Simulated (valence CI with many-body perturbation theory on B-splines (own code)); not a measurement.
Which ion has this spectrum?

A relativistic CI+MBPT calculation for an atom or ion with 42 electrons gives these levels (cm⁻¹):

```csv
J,Parity,E,g
4,even,0.0,1.31
2,even,18697,1.33
0,even,55742,
3,even,71331,1.40
4,even,82278,1.15
1,even,83469,1.36
5,even,102819,1.13
6,even,104475,1.12
2,even,117265,0.94
3,even,120571,1.04
2,even,146595,1.18
0,even,146783,
1,even,150173,1.05
4,even,152551,1.03
```

The energies are calculated, and their last digits are not significant.

**Question.** Which is it?
A. Tm27+
B. Hf30+
C. Er26+
D. Lu29+

**Answer.** A. Tm27+, ground level (4d3/2^4 4d5/2^2) J=4.
